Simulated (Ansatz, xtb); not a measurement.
## Relative energy of two isomers of C6H8O

Structure X is `CC1=CC(=O)CC1`, a singlet and structure Y is `CC1=CCC(=O)C1`, a singlet. Both are isolated molecules in the gas phase, relaxed with B3LYP/def2-SVP; the shapes shown needn't be the lowest conformers.

X (Å):

```yaml
atoms:
  - { symbol: C, position_ang: [0.5073, 2.1884, 1.1244] }
  - { symbol: C, position_ang: [0.0843, 0.9939, 0.3334] }
  - { symbol: C, position_ang: [0.8628, 0.2062, -0.4379] }
  - { symbol: C, position_ang: [0.0728, -0.8787, -1.0606] }
  - { symbol: C, position_ang: [-1.3810, -0.7015, -0.5866] }
  - { symbol: C, position_ang: [-1.3612, 0.5324, 0.3307] }
  - { symbol: O, position_ang: [0.4730, -1.7481, -1.8029] }
  - { symbol: H, position_ang: [0.2758, 2.0474, 2.1950] }
  - { symbol: H, position_ang: [-0.0517, 3.0849, 0.8031] }
  - { symbol: H, position_ang: [1.5825, 2.3937, 1.0244] }
  - { symbol: H, position_ang: [1.9353, 0.3194, -0.6067] }
  - { symbol: H, position_ang: [-1.7072, -1.6217, -0.0765] }
  - { symbol: H, position_ang: [-2.0332, -0.5827, -1.4663] }
  - { symbol: H, position_ang: [-2.0207, 1.3438, -0.0254] }
  - { symbol: H, position_ang: [-1.6922, 0.3079, 1.3604] }
```

Y (Å):

```xyz
15

C     0.0433   -0.3672   -1.8855
C     0.2035    0.3754   -0.5962
C    -0.7786    0.8431    0.1956
C    -0.2674    1.5460    1.4225
C     1.2595    1.4478    1.2773
C     1.5656    0.6913   -0.0235
O     2.0731    1.8872    2.0485
H     0.5344    0.1691   -2.7170
H    -1.0167   -0.5069   -2.1459
H     0.5194   -1.3625   -1.8332
H    -1.8438    0.7285   -0.0229
H    -0.5810    1.0805    2.3754
H    -0.5670    2.6081    1.4947
H     2.1899    1.3188   -0.6868
H     2.1717   -0.2073    0.1974
```

Energies in hartree; the thermal terms are from GFN2-xTB frequencies at re-optimised GFN2-xTB minima (ideal gas, soft modes damped towards free rotors, one conformer each, 298.15 K, 1 atm) and include the zero-point energy:

```
                              X           Y
E, CCSD(T)/def2-SVP  −307.574656  −307.567711
    E, MP2/def2-SVP  −307.479639  −307.471656
  E, MP2/def2-TZVPP  −308.044729  −308.035501
  zero-point energy     0.122937     0.122136
       H(298 K) − E     0.130873     0.130032
       G(298 K) − E     0.091722     0.091232
```

Q: Correct the CCSD(T) difference for the basis set by the MP2 change, then work out ΔE, ΔE₀, ΔH and ΔG for X → Y in kcal/mol (1 Eh = 627.51 kcal/mol) and the equilibrium ratio [Y]/[X].

A: 1. Differences Y − X: CCSD(T) +0.006945, MP2 in the small set +0.007983, MP2 in the large set +0.009228 Eh.
2. ΔE = +0.006945 + (+0.009228 − (+0.007983)) = +0.008190 Eh = +5.14 kcal/mol.
3. ΔE₀ = ΔE + ΔZPE = +0.008190 + (−0.000801) Eh = +4.64 kcal/mol.
4. ΔH = ΔE + (−0.000841) Eh = +4.61 kcal/mol.
5. ΔG = ΔE + (−0.000490) Eh = +4.83 kcal/mol, so ΔS = (ΔH − ΔG)/T = −3.1 J/(mol K).
6. kT = 0.9442 mEh, so K = [Y]/[X] = exp(−ΔG/kT) = exp(−8.16) ≈ 2.9 × 10^−4.

Structure X is favoured at this temperature. An error of 1 kcal/mol in ΔG would change K by a factor of 5.4. Mirror images and further conformers aren't counted.

As drawn, both hold the same kinds of bond in the same numbers.

Other levels gave ΔE = +3.1 (GFN2-xTB); +2.6 (HF/STO-3G, GFN2-xTB geometries); +6.8 (r2SCAN-D4/def2-SVP, GFN2-xTB geometries); +5.8 (B3LYP/def2-SVP); +5.0 (HF/def2-SVP); +5.0 (MP2/def2-SVP); +4.4 (CCSD(T)/def2-SVP) kcal/mol. The correlated steps freeze 7 core orbitals. Programs: Ansatz 0.2.0, xtb 6.7.1.
